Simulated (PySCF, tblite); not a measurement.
Parent: `[CH2:1]=[C:2]([C:3](=[O:4])[F:5])[C:6]([F:7])([F:8])[F:9]` with C1–C2–C3–O4 180°, C4H2F4O.

Computed geometry: GFN2-xTB, gas phase. One conformer each, not checked by frequencies here.

```tsv
coordinate of the parent	value
C1=C2	1.330 Å
C2–C3	1.479 Å
C3=O4	1.178 Å
C3–F5	1.358 Å
C2–C6	1.515 Å
C6–F7	1.339 Å
C6–F8	1.337 Å
C6–F9	1.336 Å
C1–C2–C3	123.9°
C1–C2–C6	122.1°
C3–C2–C6	114.0°
C2–C3–O4	129.0°
C2–C3–F5	110.8°
O4–C3–F5	120.2°
C2–C6–F7	111.8°
C2–C6–F8	111.9°
C2–C6–F9	112.0°
F7–C6–F8	106.7°
F7–C6–F9	106.7°
F8–C6–F9	107.4°
```

How does the shared frame change in `[O:1]=[C:2]([F:3])/[C:4](=[CH:5]/[SiH3:6])[C:7]([F:8])([F:9])[F:10]` with O1–C2–C4–C5 171°, C4H4F4OSi? Atoms pair as C1 = C5, C2 = C4, C3 = C2, O4 = O1, F5 = F3, C6 = C7, F7 = F10, F8 = F8, F9 = F9 (parent first).

```json
{"parent": "C1=C2", "relative": "C5=C4", "value in the relative": "1.335 Å", "change": "+0.005"}
{"parent": "C2–C3", "relative": "C4–C2", "value in the relative": "1.475 Å", "change": "-0.004"}
{"parent": "C3=O4", "relative": "C2=O1", "value in the relative": "1.180 Å", "change": "+0.002"}
{"parent": "C3–F5", "relative": "C2–F3", "value in the relative": "1.363 Å", "change": "+0.005"}
{"parent": "C2–C6", "relative": "C4–C7", "value in the relative": "1.508 Å", "change": "-0.007"}
{"parent": "C6–F7", "relative": "C7–F10", "value in the relative": "1.344 Å", "change": "+0.005"}
{"parent": "C6–F8", "relative": "C7–F8", "value in the relative": "1.341 Å", "change": "+0.004"}
{"parent": "C6–F9", "relative": "C7–F9", "value in the relative": "1.335 Å", "change": "-0.001"}
{"parent": "C1–C2–C3", "relative": "C5–C4–C2", "value in the relative": "123.8°", "change": "-0.1"}
{"parent": "C1–C2–C6", "relative": "C5–C4–C7", "value in the relative": "123.3°", "change": "+1.2"}
{"parent": "C3–C2–C6", "relative": "C2–C4–C7", "value in the relative": "112.8°", "change": "-1.2"}
{"parent": "C2–C3–O4", "relative": "C4–C2–O1", "value in the relative": "129.3°", "change": "+0.3"}
{"parent": "C2–C3–F5", "relative": "C4–C2–F3", "value in the relative": "111.2°", "change": "+0.4"}
{"parent": "O4–C3–F5", "relative": "O1–C2–F3", "value in the relative": "119.6°", "change": "-0.6"}
{"parent": "C2–C6–F7", "relative": "C4–C7–F10", "value in the relative": "112.5°", "change": "+0.7"}
{"parent": "C2–C6–F8", "relative": "C4–C7–F8", "value in the relative": "111.9°", "change": "0.0"}
{"parent": "C2–C6–F9", "relative": "C4–C7–F9", "value in the relative": "112.6°", "change": "+0.6"}
{"parent": "F7–C6–F8", "relative": "F10–C7–F8", "value in the relative": "106.1°", "change": "-0.6"}
{"parent": "F7–C6–F9", "relative": "F10–C7–F9", "value in the relative": "106.0°", "change": "-0.7"}
{"parent": "F8–C6–F9", "relative": "F8–C7–F9", "value in the relative": "107.3°", "change": "-0.1"}
```

Of the parent's bonds, C2–C6 changes most (-0.007 Å). Bonds of the relative outside the shared frame: C5–Si6 1.905 Å. Point group Cs → C1.

How does the shared frame change in `[CH3:1][CH2:2]/[CH:3]=[C:4](/[C:5](=[O:6])[F:7])[C:8]([F:9])([F:10])[F:11]` with C1–C2–C3–C4 173°, C3–C4–C5–O6 -7°, C6H6F4O? Atoms pair as C1 = C3, C2 = C4, C3 = C5, O4 = O6, F5 = F7, C6 = C8, F7 = F10, F8 = F9, F9 = F11 (parent first).

```tsv
parent	relative	value in the relative	change
C1=C2	C3=C4	1.344 Å	+0.014
C2–C3	C4–C5	1.472 Å	-0.007
C3=O4	C5=O6	1.184 Å	+0.006
C3–F5	C5–F7	1.352 Å	-0.006
C2–C6	C4–C8	1.509 Å	-0.006
C6–F7	C8–F10	1.342 Å	+0.003
C6–F8	C8–F9	1.342 Å	+0.005
C6–F9	C8–F11	1.338 Å	+0.002
C1–C2–C3	C3–C4–C5	117.9°	-6.0
C1–C2–C6	C3–C4–C8	125.3°	+3.2
C3–C2–C6	C5–C4–C8	116.8°	+2.8
C2–C3–O4	C4–C5–O6	127.5°	-1.5
C2–C3–F5	C4–C5–F7	112.6°	+1.8
O4–C3–F5	O6–C5–F7	119.9°	-0.3
C2–C6–F7	C4–C8–F10	112.9°	+1.1
C2–C6–F8	C4–C8–F9	112.0°	+0.1
C2–C6–F9	C4–C8–F11	112.3°	+0.3
F7–C6–F8	F10–C8–F9	106.0°	-0.7
F7–C6–F9	F10–C8–F11	105.8°	-0.9
F8–C6–F9	F9–C8–F11	107.2°	-0.2
```

Of the parent's bonds, C1–C2 changes most (+0.014 Å). Bonds of the relative outside the shared frame: C1–C2 1.524, C2–C3 1.480 Å. Point group Cs → C1.
